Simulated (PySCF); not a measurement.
Ge(Cl)(SH)3 (ClGeH3S3), SMILES [Cl][Ge]([SH])([SH])[SH]. Atoms are numbered in the order given.

```xyz
8

S     -0.7392    -0.4656    -2.0266
Ge    -0.0024     0.0013    -0.0113
S     -0.3062    -1.7986     1.2115
S      2.0786     0.7005     0.1303
Cl    -1.1373     1.6816     0.6798
H     -0.3171    -1.7441    -1.9573
H      0.6199    -1.4338     2.1201
H      2.5788    -0.4331    -0.4017
```
Charge 0, spin multiplicity 1.

Coordinates come from a ωB97X-D3(BJ)/def2-SVP optimisation. The structure was generated by enumeration, and PubChem lists no compound with its InChIKey, so it may never have been made. Other conformers were not sampled.

The numbers are results of PBE/pcSseg-1 run with PySCF, not measurements.

GIAO shieldings, no solvent; atoms listed in one row are averaged. δ = σ(ref) − σ: ³³S against H2S (σ = 706.5 ppm); ⁷³Ge against GeH4 (σ = 1614.4 ppm); ³⁵Cl against HCl (σ = 936.5 ppm); ¹H against TMS (σ = 31.49 ppm), references at their B3LYP-D3(BJ)/def2-TZVP geometries, non-relativistic (without spin–orbit terms, shifts of atoms bonded to Cl or Br come out too high).

Computed chemical shifts:
```tsv
nucleus	atoms	count	δ (ppm)
³³S	S4	1	208.6
³³S	S3	1	206.2
³³S	S1	1	157.0
⁷³Ge	Ge2	1	547.1
³⁵Cl	Cl5	1	181.9
¹H	H7	1	2.38
¹H	H6	1	1.94
¹H	H8	1	1.92
```
